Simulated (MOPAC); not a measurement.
MOPAC input (AM1):

```
AM1 1SCF UHF MS=0.5 GEO-OK AUX(PRECISION=9) THREADS=1
C4H5S

C    -1.27181763 1    0.04497988 1    0.05803607 1
C    -0.79276306 1   -1.25623525 1   -0.06932325 1
C     0.57274402 1   -1.36504895 1   -0.13660615 1
C     1.30015021 1   -0.05938108 1   -0.06042966 1
S    -0.00424744 1    1.23162066 1    0.10135521 1
H    -2.30176463 1    0.35411401 1    0.12743714 1
H    -1.45871037 1   -2.10793787 1   -0.11083390 1
H     1.11161647 1   -2.29592116 1   -0.23609882 1
H     1.97096976 1    0.00686322 1    0.80157416 1
H     1.89596663 1    0.15106361 1   -0.95382408 1
```

Output:

```
 *******************************************************************************
 **                                                                           **
 **                              MOPAC v23.2.5                                **
 **                                                                           **
 *******************************************************************************
 ** MOPAC's Digital Object Identifier: https://doi.org/10.5281/zenodo.6511958 **
 **                                                                           **
 ** Please cite the open-source release paper for use of this MOPAC version:  **
 ** J. E. Moussa and J. J. P. Stewart (2026)                                  **
 ** MOPAC: An open-source semiempirical molecular orbital program             **
 ** J. Open Source Softw., 11(119), 8025, https://doi.org/10.21105/joss.08025 **
 *******************************************************************************

                              AM1 CALCULATION RESULTS

 *******************************************************************************
 *  AM1        - The AM1 Hamiltonian to be used
 *  GEO-OK     - OVERRIDE INTERATOMIC DISTANCE AND OTHER SAFETY CHECKS
 *  UHF        - UNRESTRICTED HARTREE-FOCK CALCULATION
 *  MS=        - IN MECI, MAGNETIC COMPONENT OF SPIN =  0.5
 *  1SCF       - DO 1 SCF AND THEN STOP
 *  AUX        - OUTPUT AUXILIARY INFORMATION
 *******************************************************************************
AM1 1SCF UHF MS=0.5 GEO-OK AUX(PRECISION=9) THREADS=1
 C4H5S

   ATOM   CHEMICAL          X               Y               Z
  NUMBER   SYMBOL      (ANGSTROMS)     (ANGSTROMS)     (ANGSTROMS)

     1       C         -1.27181763  *   0.04497988  *   0.05803607  *
     2       C         -0.79276306  *  -1.25623525  *  -0.06932325  *
     3       C          0.57274402  *  -1.36504895  *  -0.13660615  *
     4       C          1.30015021  *  -0.05938108  *  -0.06042966  *
     5       S         -0.00424744  *   1.23162066  *   0.10135521  *
     6       H         -2.30176463  *   0.35411401  *   0.12743714  *
     7       H         -1.45871037  *  -2.10793787  *  -0.11083390  *
     8       H          1.11161647  *  -2.29592116  *  -0.23609882  *
     9       H          1.97096976  *   0.00686322  *   0.80157416  *
    10       H          1.89596663  *   0.15106361  *  -0.95382408  *

          CARTESIAN COORDINATES

    NO.       ATOM           X           Y           Z

     1         C         -1.2718      0.0450      0.0580
     2         C         -0.7928     -1.2562     -0.0693
     3         C          0.5727     -1.3650     -0.1366
     4         C          1.3002     -0.0594     -0.0604
     5         S         -0.0042      1.2316      0.1014
     6         H         -2.3018      0.3541      0.1274
     7         H         -1.4587     -2.1079     -0.1108
     8         H          1.1116     -2.2959     -0.2361
     9         H          1.9710      0.0069      0.8016
    10         H          1.8960      0.1511     -0.9538

  H: (AM1): M.J.S. DEWAR ET AL, J. AM. CHEM. SOC. 107 3902-3909 (1985)
  C: (AM1): M.J.S. DEWAR ET AL, J. AM. CHEM. SOC. 107 3902-3909 (1985)
  S: (AM1): M.J.S. DEWAR, Y-C YUAN, INORGANIC CHEMISTRY, 29, 3881:3890,  (1990)

           Empirical Formula: C4 H5 S  =    10 atoms

      MOLECULAR POINT GROUP   :   Cs

          UHF CALCULATION, NO. OF ALPHA ELECTRONS =   14
                           NO. OF BETA  ELECTRONS =   13

 -------------------------------------------------------------------------------
 AM1 1SCF UHF MS=0.5 GEO-OK AUX(PRECISION=9) THREADS=1
 C4H5S

     1SCF WAS SPECIFIED, SO BFGS WAS NOT USED
     SCF FIELD WAS ACHIEVED

                              AM1 CALCULATION
                                                       MOPAC v23.2.5 Linux

          FINAL HEAT OF FORMATION =         29.58611 KCAL/MOL =     123.78829 KJ/MOL

          COSMO AREA              =        115.69 SQUARE ANGSTROMS
          COSMO VOLUME            =        104.73 CUBIC ANGSTROMS

          IONIZATION POTENTIAL    =          8.103669 EV
          ALPHA SOMO LUMO (EV)    =         -8.104  0.739
          BETA  SOMO LUMO (EV)    =         -9.132  0.022
          NO. OF ALPHA ELECTRONS  =         14
          NO. OF BETA  ELECTRONS  =         13
          MOLECULAR WEIGHT        =         85.1435         POINT GROUP:  Cs

          MOLECULAR DIMENSIONS (Angstroms)

            Atom       Atom       Distance
            H    10    H     6     4.33950
            S     5    H     8     3.46952
            H    10    H     9     1.72070

          SCF CALCULATIONS        =          1

   ATOM   CHEMICAL          X               Y               Z
  NUMBER   SYMBOL      (ANGSTROMS)     (ANGSTROMS)     (ANGSTROMS)

     1       C         -1.27181763  *   0.04497988  *   0.05803607  *
     2       C         -0.79276306  *  -1.25623525  *  -0.06932325  *
     3       C          0.57274402  *  -1.36504895  *  -0.13660615  *
     4       C          1.30015021  *  -0.05938108  *  -0.06042966  *
     5       S         -0.00424744  *   1.23162066  *   0.10135521  *
     6       H         -2.30176463  *   0.35411401  *   0.12743714  *
     7       H         -1.45871037  *  -2.10793787  *  -0.11083390  *
     8       H          1.11161647  *  -2.29592116  *  -0.23609882  *
     9       H          1.97096976  *   0.00686322  *   0.80157416  *
    10       H          1.89596663  *   0.15106361  *  -0.95382408  *

                             CARTESIAN COORDINATES

   1    C       -1.271817630     0.044979880     0.058036070
   2    C       -0.792763060    -1.256235250    -0.069323250
   3    C        0.572744020    -1.365048950    -0.136606150
   4    C        1.300150210    -0.059381080    -0.060429660
   5    S       -0.004247440     1.231620660     0.101355210
   6    H       -2.301764630     0.354114010     0.127437140
   7    H       -1.458710370    -2.107937870    -0.110833900
   8    H        1.111616470    -2.295921160    -0.236098820
   9    H        1.970969760     0.006863220     0.801574160
  10    H        1.895966630     0.151063610    -0.953824080

           Empirical Formula: C4 H5 S  =    10 atoms

      MOLECULAR POINT GROUP   :   Cs

          ALPHA EIGENVALUES
 -37.42122 -30.19509 -25.86940 -20.52821 -18.22390 -16.29054 -15.47804 -13.77609
 -13.42261 -13.00517 -12.18874 -11.59325 -10.19178  -8.10367   0.73856   1.02289
   1.31911   3.60082   3.93198   3.94975   4.24744   4.48959   4.82656   5.19521
   5.42058

           BETA EIGENVALUES
 -37.11338 -29.88347 -25.32408 -20.32929 -18.00755 -16.15506 -15.15841 -13.63924
 -13.29630 -12.90226 -11.45697 -11.42964  -9.13185   0.02219   0.79028   1.59167
   1.94561   3.92319   4.06969   4.17460   4.38823   4.67684   4.76258   5.40430
   5.49647

              NET ATOMIC CHARGES AND DIPOLE CONTRIBUTIONS

  ATOM NO.   TYPE          CHARGE      No. of ELECS.   s-Pop       p-Pop
    1          C          -0.340547        4.3405     1.26255     3.07800
    2          C          -0.119683        4.1197     1.21042     2.90926
    3          C          -0.197985        4.1980     1.24016     2.95783
    4          C          -0.229154        4.2292     1.23149     2.99766
    5          S           0.181333        5.8187     1.86165     3.95702
    6          H           0.164708        0.8353     0.83529
    7          H           0.147908        0.8521     0.85209
    8          H           0.150433        0.8496     0.84957
    9          H           0.121494        0.8785     0.87851
   10          H           0.121494        0.8785     0.87851
 DIPOLE           X         Y         Z       TOTAL
 POINT-CHG.     0.759     0.301    -0.008     0.817
 HYBRID        -0.151    -1.385    -0.107     1.397
 SUM            0.608    -1.084    -0.115     1.248

          ATOMIC ORBITAL ELECTRON POPULATIONS

     Atom    s        px        py        pz
    1  C   1.26255   1.02248   0.95033   1.10519
    2  C   1.21042   0.94355   0.96101   1.00470
    3  C   1.24016   0.93787   0.96729   1.05266
    4  C   1.23149   0.99707   0.94110   1.05949
    5  S   1.86165   0.99475   1.11606   1.84621
    6  H   0.83529
    7  H   0.85209
    8  H   0.84957
    9  H   0.87851
   10  H   0.87851

                    (SZ)    =    0.500000
                    (S**2)  =    0.917195

          ATOMIC ORBITAL SPIN POPULATIONS

    Atom   Total    s     px     py     pz
         Atomic
    1  C  0.7378  0.043  0.037  0.047  0.611
    2  C -0.5070 -0.033 -0.045 -0.044 -0.385
    3  C  0.7247  0.043  0.044  0.039  0.599
    4  C -0.0848 -0.009 -0.024 -0.032 -0.019
    5  S  0.1125  0.006 -0.008 -0.012  0.127
    6  H -0.0390 -0.039
    7  H  0.0247  0.025
    8  H -0.0387 -0.039
    9  H  0.0350  0.035
   10  H  0.0350  0.035

 **********************
 *                    *
 * JOB ENDED NORMALLY *
 *                    *
 **********************

 == MOPAC DONE ==
```

The geometry given is a B3LYP-D3(BJ)/def2-TZVP minimum.

The determinant is spin-contaminated: <S^2> is 0.92 against 0.75 for a pure state.
